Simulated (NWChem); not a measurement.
System: C₈H₅FO; SMILES Fc1cccc2ccoc12

The following NWChem deck was run.

```
start job
memory heap 200 mb stack 900 mb global 1100 mb
geometry units angstroms noautosym nocenter noautoz
  F      1.933833    -1.625077     0.000000
  C      0.691222    -1.158226     0.000000
  C     -0.397165    -2.014440     0.000000
  C     -1.706958    -1.501597     0.000000
  C     -1.955181    -0.135862     0.000000
  C     -0.855314     0.737075     0.000000
  C     -0.670019     2.166015     0.000000
  C      0.672470     2.366243     0.000000
  O      1.367662     1.201747     0.000000
  C      0.448792     0.213799     0.000000
  H     -0.210977    -3.090139     0.000000
  H     -2.543456    -2.203995     0.000000
  H     -2.976618     0.249163     0.000000
  H     -1.438278     2.935720     0.000000
  H      1.276927     3.270286     0.000000
end
basis spherical
  * library def2-svp
end
dft
  xc xpbe96 cpbe96
  iterations 150
end
cosmo
  do_cosmo_smd true
  solvent cychexon
end
task dft energy
```

Output (shortened):

```
             Northwest Computational Chemistry Package (NWChem) 7.3.0
             --------------------------------------------------------

                             Geometry "geometry" -> ""
                             -------------------------

 Output coordinates in angstroms (scale by  1.889725989 to convert to a.u.)

  No.       Tag          Charge          X              Y              Z
 ---- ---------------- ---------- -------------- -------------- --------------
    1 F                    9.0000     1.93383300    -1.62507700     0.00000000
    2 C                    6.0000     0.69122200    -1.15822600     0.00000000
    3 C                    6.0000    -0.39716500    -2.01444000     0.00000000
    4 C                    6.0000    -1.70695800    -1.50159700     0.00000000
    5 C                    6.0000    -1.95518100    -0.13586200     0.00000000
    6 C                    6.0000    -0.85531400     0.73707500     0.00000000
    7 C                    6.0000    -0.67001900     2.16601500     0.00000000
    8 C                    6.0000     0.67247000     2.36624300     0.00000000
    9 O                    8.0000     1.36766200     1.20174700     0.00000000
   10 C                    6.0000     0.44879200     0.21379900     0.00000000
   11 H                    1.0000    -0.21097700    -3.09013900     0.00000000
   12 H                    1.0000    -2.54345600    -2.20399500     0.00000000
   13 H                    1.0000    -2.97661800     0.24916300     0.00000000
   14 H                    1.0000    -1.43827800     2.93572000     0.00000000
   15 H                    1.0000     1.27692700     3.27028600     0.00000000

 Effective nuclear repulsion energy (a.u.)     490.1821957466

  pbe96 is a nonlocal functional; adding pw91lda local functional.

                                 NWChem DFT Module
                                 -----------------

 Summary of "ao basis" -> "ao basis" (spherical)
 ------------------------------------------------------------------------------
       Tag                 Description            Shells   Functions and Types
 ---------------- ------------------------------  ------  ---------------------
 F                          def2-svp                 6       14   3s2p1d
 C                          def2-svp                 6       14   3s2p1d
 O                          def2-svp                 6       14   3s2p1d
 H                          def2-svp                 3        5   2s1p

[...]

                                COSMO-SMD solvation results
                                ---------------------------

             internal energy in gas <Psi(g)|H|Psi(g)> =      -482.003109059596
         internal energy in solvent <Psi(s)|H|Psi(s)> =      -482.002131334349
                               delta internal energy  =         0.000977725248 (    0.61 kcal/mol)
   total free energy in solvent <Psi(s)|H+V/2|Psi(s)> =      -482.009397690960
 polarization energy contribution <Psi(s)|V/2|Psi(s)> =        -0.007266356611 (   -4.56 kcal/mol)
    total free energy in solvent including G(SMD-CDS) =      -482.010893761655
                       G(SMD-CDS) energy contribution =        -0.001496070696 (   -0.94 kcal/mol)
     1 M fixed-concentration free energy of solvation =        -0.007784702059 (   -4.88 kcal/mol)

                       DFT Final Molecular Orbital Analysis
                       ------------------------------------

 Vector   33  Occ=2.000000D+00  E=-2.663274D-01
              MO Center= -1.3D-01,  5.6D-01,  2.9D-09, r^2= 4.5D+00
   Bfn.  Coefficient  Atom+Function         Bfn.  Coefficient  Atom+Function
  ----- ------------  ---------------      ----- ------------  ---------------
    90      0.324281   7 C  pz               76      0.247606   6 C  pz
    34     -0.220677   3 C  pz               93      0.212094   7 C  pz
   118     -0.213114   9 O  pz                6     -0.196669   1 F  pz
    20     -0.184707   2 C  pz              104      0.176184   8 C  pz
    79      0.161128   6 C  pz              121     -0.151969   9 O  pz

 Vector   34  Occ=2.000000D+00  E=-2.242689D-01
              MO Center= -2.4D-01, -1.3D-01,  5.0D-10, r^2= 4.0D+00
   Bfn.  Coefficient  Atom+Function         Bfn.  Coefficient  Atom+Function
  ----- ------------  ---------------      ----- ------------  ---------------
   132      0.359213  10 C  pz               48     -0.305635   4 C  pz
   135      0.239168  10 C  pz              104     -0.234971   8 C  pz
    51     -0.211300   4 C  pz               76      0.201283   6 C  pz
   107     -0.174884   8 C  pz               20      0.172726   2 C  pz
    34     -0.153704   3 C  pz              118     -0.150690   9 O  pz

 Vector   35  Occ=2.000000D+00  E=-2.056918D-01
              MO Center= -3.2D-01,  2.0D-01, -3.9D-09, r^2= 5.1D+00
   Bfn.  Coefficient  Atom+Function         Bfn.  Coefficient  Atom+Function
  ----- ------------  ---------------      ----- ------------  ---------------
    62      0.295900   5 C  pz               90     -0.258189   7 C  pz
    34     -0.256189   3 C  pz               20     -0.245686   2 C  pz
   104     -0.242598   8 C  pz               65      0.216537   5 C  pz
    37     -0.203658   3 C  pz              118      0.202688   9 O  pz
    93     -0.188966   7 C  pz                6     -0.165839   1 F  pz

 Vector   36  Occ=0.000000D+00  E=-5.488828D-02
              MO Center= -2.0D-01,  2.9D-01,  1.5D-09, r^2= 5.2D+00
   Bfn.  Coefficient  Atom+Function         Bfn.  Coefficient  Atom+Function
  ----- ------------  ---------------      ----- ------------  ---------------
   107      0.371128   8 C  pz              104      0.352714   8 C  pz
    65      0.349445   5 C  pz               20      0.313954   2 C  pz
    23      0.312887   2 C  pz               37     -0.308872   3 C  pz
    62      0.290558   5 C  pz               34     -0.258135   3 C  pz
    79     -0.246920   6 C  pz               76     -0.216308   6 C  pz

[...]
```

Level: PBE/def2-SVP, SMD on the gas-phase geometry. All runs use the structure optimised with PBE0/def2-SVP. Not confirmed as a minimum by frequencies. Solvent: cyclohexanone.
